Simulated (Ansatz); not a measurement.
FH8NSi3 can be A, `N[SiH](F)[SiH2][SiH3]`, or B, `F[SiH2]N[SiH2][SiH3]`.

Computed with Ansatz on PBE0-D4/def2-TZVP structures; ΔE is electronic, products minus reactants. CCSD(T)/CBS adds triple-zeta CCSD(T) − MP2 to the extrapolated MP2 energy (def2 sets, frozen cores). Functionals use def2-TZVPP. B3LYP here is the variant with VWN-RPA as its local correlation; programs differ in this. One conformer a species, not always the lowest.

Which is lower in electronic energy at CCSD(T)/CBS, and by how much? (Best estimate.)

Computed: B, by 12.0 kcal/mol.

Give E(B) − E(A) in kcal/mol with B3LYP-D4, ωB97M-V, CCSD/def2-TZVPP, B2PLYP, PBE0-D4, MP2/def2-TZVPP, CCSD(T)/def2-TZVPP. (Best estimate.)

The calculation gave: B3LYP-D4 -11.3, ωB97M-V -12.1, CCSD/def2-TZVPP -12.8, B2PLYP -12.5, PBE0-D4 -8.3, MP2/def2-TZVPP -13.7, CCSD(T)/def2-TZVPP -12.2. None reverses the order clearly.

Largest T1 diagnostic: 0.013.

In def2-TZVPP, CCSD(T) changes the Hartree–Fock value by +3.8 kcal/mol (the triples alone add +0.5 kcal/mol) and MP2 by +2.3 kcal/mol. From PBE to PBE0 (25 % exact exchange), in def2-TZVPP and without D4, E(B) − E(A) moves by −1.6 kcal/mol.
